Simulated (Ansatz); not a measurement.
**Cost against result**

Saddle point of GeAsH7S, singlet (GeH₄S ([SH][GeH3]) + AsH₃ → GeAsH₅ ([GeH3][AsH2]) + H₂S; bonds formed: Ge1–As7, S2–H6; bonds broken: Ge1–S2, H6–As7), PBE0-D4/def2-TZVP structure:

```xyz
10
angstrom
Ge -0.8108 -1.0027 0.3956
S 0.7732 0.4851 1.6835
H -0.5359 -1.8170 -0.8841
H -0.6244 -2.0376 1.5427
H -2.1859 -0.3563 0.5644
H 0.4695 1.0123 0.3215
As -0.2663 0.9790 -1.6245
H 1.8209 -0.1733 1.1623
H 0.2027 2.3773 -1.2163
H 1.1572 0.5333 -1.9451
```

Barriers are electronic and count from the start structure reached by relaxing down the imaginary mode.

Computed with Ansatz 0.2.0 (basis: as named in each row); correlated methods freeze the cores. Filled d shells of the heavier atoms are correlated. The def2 sets are not built for correlating such inner shells, so the correlated values are less sure here. B3LYP uses VWN-RPA correlation. Extrapolation: Hartree–Fock as exp(−7.88 √X), correlation as X^−2.97.

Times are rough, for one single point on 8 threads of a shared host (Arm Neoverse V2).

The estimate by CCSD(T) at an estimated basis limit (MP2 extrapolated from triple and quadruple zeta, plus CCSD(T) − MP2 in triple zeta) is 239.9 kJ/mol.

```tsv
method	basis	time (s)	barrier (kJ/mol)	method less estimate
HF	STO-3G	under 1	432.3	192.4
PBE-D4	STO-3G	under 1	260.1	20.3
SPW92	def2-SVP	under 1	167.3	-72.5
PBE-D4	def2-SVP	under 1	189.7	-50.2
B3LYP-D4	6-31G	under 1	230.1	-9.7
SPW92	def2-TZVPP	under 1	167.1	-72.7
PBE0-D4	def2-SVP	under 1	217.8	-22.0
BLYP-D4	def2-TZVPP	1	203.8	-36.1
PBE-D4	def2-TZVPP	1	187.8	-52.0
B3LYP-D4	def2-TZVPP	2	225.2	-14.7
BHLYP-D4	def2-TZVPP	2	256.2	16.3
PBE0-D4	def2-TZVPP	2	214.2	-25.7
CAM-B3LYP-D4	def2-TZVPP	2	247.4	7.6
r2SCAN-D4	def2-TZVPP	2	211.1	-28.8
RPA on PBE	def2-TZVPP	3	244.0	4.1
r2SCAN0-D4	def2-TZVPP	3	227.8	-12.1
B2PLYP	def2-TZVPP	3	238.3	-1.5
wB97M-V	def2-SVP	3	243.5	3.6
PBE-QIDH	def2-TZVPP	3	236.9	-3.0
B97M-V	def2-TZVPP	4	237.1	-2.7
CCSD(T)	def2-SVP	4	259.3	19.4
wB97X-V	def2-TZVPP	4	253.2	13.3
wB97M-V	def2-TZVPP	6	241.6	1.7
MP2	def2-QZVPP	14	236.0	-3.9
CCSD(T)	def2-TZVPP	96	246.4	6.6
```

All methods are single points on the PBE0-D4 structures.

No T1 diagnostic of these runs exceeds 0.014.

Labels in which every atom is bracketed show which atoms are joined, not bond orders.
